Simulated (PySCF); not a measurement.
Electron correlation in Co (cobalt, neutral)

[Ar] 3d8 4s1, high-spin 4F determinant (an excited configuration). All numbers are calculated (PySCF 2.14, scalar relativity by spin-free X2C-1e, in x2c-QZVPPall with one added diffuse shell each of s, p, d, f, g type (12s8p6d5f3g, 128 functions)). Frozen: [Ar]; 9 electrons correlated.

MP2 pair energies summed by pair of shells (mhartree):

```tsv
pair	energy	share (%)
3d-3d	-304.10	92.3
3d-4s	-25.42	7.7
```

Total MP2 correlation energy: -329.53 mhartree.

Same-spin part -126.46 and opposite-spin part -203.06 mhartree; SCS-MP2 scales them by 1/3 and 6/5 to -285.83 mhartree.
